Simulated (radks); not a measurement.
The numbers below are computed, except where a source is named.
Question: Nd3+, 57 electrons, occupied as [Kr] 4d10 4f3 5s2 5p5.75 6s0.25 (fractional occupations, a model configuration). Level of theory: scalar-relativistic Kohn-Sham, LDA (Slater exchange, Perdew-Wang correlation), spin-polarised, spherical densities, finite nucleus; open shells are filled with parallel spins first (spin-orbit coupling, left out, can overturn this in heavy ions); Fermi nuclear charge, rms radius 4.9123 fm (a radial shooting solver on a logarithmic mesh with Libxc functionals). Some entries of the table are withheld. Estimate them.

| orbital | occ. | eigenvalue (Ry) | <r> (bohr) | <r^2> (bohr^2) |
|---|---|---|---|---|
| 1s up | 1 | -3188.824 | 0.02365 | 0.0007611 |
| 1s down | 1 | -3188.823 | 0.02365 | 0.0007611 |
| 2s up | 1 | -517.8515 | 0.1011 | 0.01205 |
| 2s down | 1 | -517.8484 | 0.1011 | 0.01205 |
| 2p up | 3 | -463.4403 | 0.08883 | 0.009631 |
| 2p down | 3 | -463.4375 | 0.08883 | 0.009631 |
| 3s up | 1 | -114.2471 | 0.2667 | 0.08128 |
| 3s down | 1 | -114.1754 | 0.2666 | 0.08122 |
| 3p up | 3 | -97.08081 | 0.2648 | 0.08127 |
| 3p down | 3 | -97.00967 | 0.2647 | 0.08119 |
| 3d up | 5 | -73.18119 | 0.2419 | 0.06893 |
| 3d down | 5 | -73.12497 | 0.2418 | 0.06884 |
| 4s up | 1 | -24.65922 | 0.6068 | 0.4155 |
| 4s down | 1 | -24.48069 | 0.6067 | 0.4154 |
| 4p up | 3 | -19.02068 | 0.6421 | 0.4688 |
| 4p down | 3 | -18.84216 | 0.6420 | 0.4687 |
| 4d up | 5 | -10.99500 | 0.7035 | 0.5739 |
| 4d down | 5 | -10.81759 | 0.7038 | 0.5745 |
| 5s up | 1 | -5.11182 | (1) | 2.280 |
| 5s down | 1 | -4.99746 | (2) | 2.311 |
| 5p up | 3 | -3.66615 | 1.631 | 2.997 |
| 5p down | 2.75 | -3.57251 | 1.645 | 3.051 |
| 4f up | 3 | (3) | (4) | 1.173 |
| 4f down | 0 | (5) | (6) | 1.224 |
| 6s up | 0.25 | -1.64339 | 3.229 | 11.59 |
| 6s down | 0 | -1.59995 | 3.258 | 11.82 |

Answer: 
(1) 5s up <r> (bohr): 1.426
(2) 5s down <r> (bohr): 1.436
(3) 4f up eigenvalue (Ry): -2.45345
(4) 4f up <r> (bohr): 0.9589
(5) 4f down eigenvalue (Ry): -2.29189
(6) 4f down <r> (bohr): 0.9758
